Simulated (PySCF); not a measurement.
Species: GeF4.
Numbering: `[F:1][Ge:2]([F:3])([F:4])[F:5]`

A GFN2-xTB structure was refined with PBE0-D3(BJ)/def2-SVP geometry optimisation, gas phase in PySCF. Its GFN2-xTB values:

```
coordinate  GFN2-xTB
    F1–Ge2   1.685 Å
    Ge2–F4   1.652 Å
 F1–Ge2–F3    109.2°
```

Task: How do these coordinates change at the PBE0-D3(BJ)/def2-SVP level?

Result: 
| coordinate | PBE0-D3(BJ)/def2-SVP (Å or °) | change |
| --- | --- | --- |
| Ge2–F4 | 1.698 | +0.046 |
| F1–Ge2 | 1.698 | +0.013 |
| F1–Ge2–F3 | 109.4 | +0.2 |

The energy falls by 7.4 kJ/mol over 5 energy and gradient evaluations, the largest force component goes from 0.0236 to 2.0e-04 Eh/bohr, and the atoms move by 0.028 Å rms after alignment. The bond that changes most is Ge2–F4 (ends: germanium bonded to 4 F; fluorine bonded to Ge), which lengthens by 0.046 Å. Bonds longer at the end by more than 0.005 Å: 4 of 4; shorter: 0.

The run used 88 basis functions and 34 SCF cycles in all. Time: 22 s of wall time; peak memory 0.36 GiB. Hardware: Arm Neoverse N1, one thread, shared host.

No PBE0-D3(BJ)/def2-SVP frequencies stand behind this structure, so it isn't proved a minimum.
